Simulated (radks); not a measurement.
Values are calculated unless marked as measured or tabulated.
Question: Radial electron density D(r) = 4 pi r^2 rho(r) of an atom or ion with 11 electrons. Code: a radial shooting solver on a logarithmic mesh with Libxc functionals. Model: scalar-relativistic Kohn-Sham, LDA (Slater exchange, Perdew-Wang correlation), spin-polarised, spherical densities, finite nucleus; Fermi nuclear charge, rms radius of each element as measured or else 0.836 A^(1/3) + 0.57 fm.

r (bohr),D(r) (e/bohr),spin D(r)
0.004976,0.7311,0.00397
0.005566,0.8962,0.00487
0.006275,1.112,0.00604
0.007019,1.356,0.00736
0.007914,1.673,0.00907
0.008852,2.028,0.0110
0.009981,2.483,0.0134
0.01116,2.986,0.0161
0.01259,3.622,0.0195
0.01408,4.314,0.0232
0.01587,5.171,0.0277
0.01775,6.084,0.0324
0.02002,7.185,0.0380
0.02239,8.323,0.0437
0.02525,9.648,0.0501
0.02824,10.96,0.0562
0.03184,12.42,0.0625
0.03561,13.77,0.0678
0.03983,15.06,0.0720
0.04491,16.31,0.0747
0.05023,17.26,0.0750
0.05664,17.97,0.0723
0.06335,18.29,0.0665
0.07142,18.20,0.0565
0.07989,17.71,0.0442
0.09007,16.81,0.0289
0.1007,15.70,0.0144
0.1136,14.40,0.00152
0.1271,13.26,-0.00461
0.1433,12.35,-0.00105
0.1602,11.95,0.0147
0.1807,12.11,0.0464
0.2021,12.82,0.0886
0.2278,14.02,0.142
0.2548,15.31,0.191
0.2873,16.56,0.231
0.3214,17.26,0.244
0.3624,17.25,0.225
0.4053,16.40,0.176
0.4533,14.78,0.107
0.5111,12.39,0.0349
0.5717,9.862,-0.00223
0.6446,7.199,0.0210
0.721,5.052,0.118
0.8129,3.310,0.298
0.9093,2.236,0.508
1.025,1.578,0.725
1.147,1.260,0.868
1.293,1.061,0.912
1.446,0.8938,0.841
1.63,0.6879,0.673
1.824,0.4828,0.479
2.056,0.2866,0.286
2.3,0.1517,0.152
2.593,0.06430,0.0643
2.9,0.02408,0.0241
3.27,0.006792,0.00679
3.658,0.001673,0.00167
4.124,0.0002874,0.000287

What is the nuclear charge?

Answer: Z = 16. The innermost maximum, from 1s, lies near gamma/Z bohr with gamma = sqrt(1 - (Z/c)^2) = 0.993, here 0.0621 bohr (found: 0.0659), and its height grows with Z. The density is that of the sulfur ion S5+ in [Ne] 3s1; the configuration itself is not fixed sharply by these data, and Z only to about a unit. D(r) has 2 maxima, at r = 0.0659, 0.340 bohr, and minima at 0.165 bohr, inside which lie 2.19 electrons.
